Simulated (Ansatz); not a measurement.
Stepwise reaction of stibine with ammonia, as a gas-phase model of exchange steps in deposition or etching. ΔE in kJ/mol; ΔG adds harmonic PBE0-D4 terms to CCSD(T)/CBS, at 1 bar.

Calculated with Ansatz (gas phase, PBE0-D4/def2-TZVP geometries, no zero-point term in ΔE). CCSD(T)/CBS is the MP2 limit (def2-TZVPP, def2-QZVPP) plus CCSD(T) − MP2 in def2-TZVPP, frozen cores. This one scheme is used for every species. DFT in def2-TZVPP. B3LYP here is the variant with VWN-RPA as its local correlation; programs differ in this. def2 core potentials past Kr. For Sb outer-core shells are correlated without core-valence functions, which leaves a few kJ/mol of doubt a bond. Each species was taken in one conformer, which may not be the lowest.

```csv
step,reaction,PBE-D4,B3LYP-D4,ωB97M-V,CCSD(T)/CBS,ΔG(600 K)
1,`[SbH3]` + NH₃ → `[NH2][SbH2]` + H₂,44.6,45.4,47.8,43.6,40.8
2,`[NH2][SbH2]` + NH₃ → `[NH2][SbH][NH2]` + H₂,25.3,27.5,30.1,23.9,23.2
```

Question: By hand: ΔE of the 2 steps together at CCSD(T)/CBS.

Answer: (43.6) + (23.9) = 67.5 kJ/mol, or 33.8 kJ/mol a step.

In ΔE each step is lower than the one before. All are uphill at CCSD(T)/CBS. ΔG lies between 23.2 and 40.8 kJ/mol a step. PBE-D4 differs from CCSD(T)/CBS by 1.0 to 1.4 kJ/mol a step. Isolated molecules leave out the surface, adducts and barriers. Largest T1 diagnostic: 0.014.
